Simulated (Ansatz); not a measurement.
`C[O][Y]([CH3])[OH]` and `[CH3][Y]([OH])[OH]` differ in one atom or group.

Ansatz, PBE0-D4/def2-TZVP geometries, multiplicity 1. Each molecule was computed in one conformer, which needn't be the lowest.

Elements past krypton have def2 core potentials.

| property | `C[O][Y]([CH3])[OH]` |
| --- | --- |
| zero-point energy (PBE0-D4/def2-TZVP) / kJ/mol | 226.7 |
| LUMO energy (B3LYP/def2-TZVPP) / eV | -1.86 |
| LUMO energy (PBE/def2-TZVPP) / eV | -2.26 |
| size of the dipole moment (PBE/def2-TZVPP) / D | 2.27 |
| ideal-gas entropy at 298 K and 1 bar (rigid rotor, harmonic PBE0-D4/def2-TZVP) / J/(mol·K) | 439 |
| HOMO energy (PBE/def2-TZVPP) / eV | -4.97 |

(1) What does the change do to each property? (Estimate.)

## Answers

(1) The calculation gave: 
| property | `[CH3][Y]([OH])[OH]` | shift |
| --- | --- | --- |
| zero-point energy (PBE0-D4/def2-TZVP) / kJ/mol | 151.8 | -74.9 |
| LUMO energy (B3LYP/def2-TZVPP) / eV | -1.85 | 0.01 |
| LUMO energy (PBE/def2-TZVPP) / eV | -2.25 | 0.01 |
| size of the dipole moment (PBE/def2-TZVPP) / D | 2.31 | 0.04 |
| ideal-gas entropy at 298 K and 1 bar (rigid rotor, harmonic PBE0-D4/def2-TZVP) / J/(mol·K) | 389 | -50 |
| HOMO energy (PBE/def2-TZVPP) / eV | -4.99 | -0.02 |

The zero-point energy changes by -74.9 kJ/mol with -9 modes. Dipoles are sizes alone; their direction can turn. Modes under 60 cm⁻¹, often nearly free rotors, make the harmonic entropy too high.

B3LYP here is the variant with VWN-RPA as its local correlation; programs differ in this.
